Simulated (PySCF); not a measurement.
**Magnetisability: `CS[Si@H](O/C=C\C)C`, C5H12OSSi**

Molfile (atoms numbered from 1):
```
C5H12OSSi
     RDKit          3D

 20 19  0  0  0  0  0  0  0  0999 V2000
   -3.2626    1.2449    0.3614 C   0  0  0  0  0  0  0  0  0  0  0  0
   -3.0240   -0.0560   -0.3293 C   0  0  0  0  0  0  0  0  0  0  0  0
   -1.8288   -0.5071   -0.6786 C   0  0  0  0  0  0  0  0  0  0  0  0
   -0.6912    0.1937   -0.4523 O   0  0  0  0  0  0  0  0  0  0  0  0
    0.8544   -0.2739   -0.5174 Si  0  0  2  0  0  4  0  0  0  0  0  0
    1.2529   -1.6588    0.7239 C   0  0  0  0  0  0  0  0  0  0  0  0
    1.8385    1.5594   -0.0324 S   0  0  0  0  0  0  0  0  0  0  0  0
    3.5501    0.9414   -0.0168 C   0  0  0  0  0  0  0  0  0  0  0  0
   -2.3294    1.7897    0.4709 H   0  0  0  0  0  0  0  0  0  0  0  0
   -3.6921    1.0714    1.3480 H   0  0  0  0  0  0  0  0  0  0  0  0
   -3.9672    1.8513   -0.2062 H   0  0  0  0  0  0  0  0  0  0  0  0
   -3.8879   -0.6646   -0.5493 H   0  0  0  0  0  0  0  0  0  0  0  0
   -1.6948   -1.4618   -1.1710 H   0  0  0  0  0  0  0  0  0  0  0  0
    1.2393   -0.6816   -1.8725 H   0  0  0  0  0  0  0  0  0  0  0  0
    1.0810   -1.3250    1.7457 H   0  0  0  0  0  0  0  0  0  0  0  0
    2.2852   -1.9883    0.6546 H   0  0  0  0  0  0  0  0  0  0  0  0
    0.6218   -2.5273    0.5537 H   0  0  0  0  0  0  0  0  0  0  0  0
    3.6868    0.2685    0.8233 H   0  0  0  0  0  0  0  0  0  0  0  0
    3.7640    0.4312   -0.9498 H   0  0  0  0  0  0  0  0  0  0  0  0
    4.1990    1.8036    0.0910 H   0  0  0  0  0  0  0  0  0  0  0  0
  1  2  1  0
  2  3  2  0
  3  4  1  0
  4  5  1  0
  5  6  1  0
  5  7  1  0
  7  8  1  0
  1  9  1  0
  1 10  1  0
  1 11  1  0
  2 12  1  0
  3 13  1  0
  5 14  1  6
  6 15  1  0
  6 16  1  0
  6 17  1  0
  8 18  1  0
  8 19  1  0
  8 20  1  0
M  END
```

Method used: GIAO wB97X-D/def2-SVP magnetisability, rotational g tensor and spin-rotation constants, non-relativistic, gas phase (PySCF). Geometry: GFN2-xTB.

Problem. What are the magnetisability and the molar susceptibility?

Solution. Isotropic -1647 × 10⁻³⁰ J/T², or -99.2 × 10⁻⁶ cm³/mol; principal values -1720, -1669, -1552 × 10⁻³⁰ J/T², anisotropy 149 × 10⁻³⁰ J/T² (root of half the summed squared differences of the principal values). The susceptibility is in cgs units.

Problem. Split it along the inertial axes a, b, c into diamagnetic and paramagnetic parts about the centre of mass, with the quadrupole moment.

Solution. 
```tsv
axis	χ (10⁻⁶ cm³/mol)	diamagnetic (10⁻⁶ cm³/mol)	paramagnetic (10⁻⁶ cm³/mol)	summed x² of all electrons (Å²)	quadrupole Θ (D Å)
a	-100.4	-611.5	511.0	407.5	+9.72
b	-96.9	-1888.5	1791.6	106.4	-3.68
c	-100.2	-2180.3	2080.1	37.7	-6.03
```
Anisotropies 2χaa − χbb − χcc = -3.8 and 2χbb − χaa − χcc = +6.8 × 10⁻⁶ cm³/mol. Θ is traceless in Buckingham's convention.

Problem. And the rotational g tensor?

Solution. 
```csv
axis,rotational constant (GHz),g,nuclear part,electronic part
a,2.6500,-0.0187,0.6175,-0.6362
b,0.6994,-0.0035,0.5852,-0.5887
c,0.5988,-0.0017,0.5835,-0.5852
```
Asymmetric top; isotopes 12C, 1H, 16O, 32S, 28Si; no vibrational averaging.
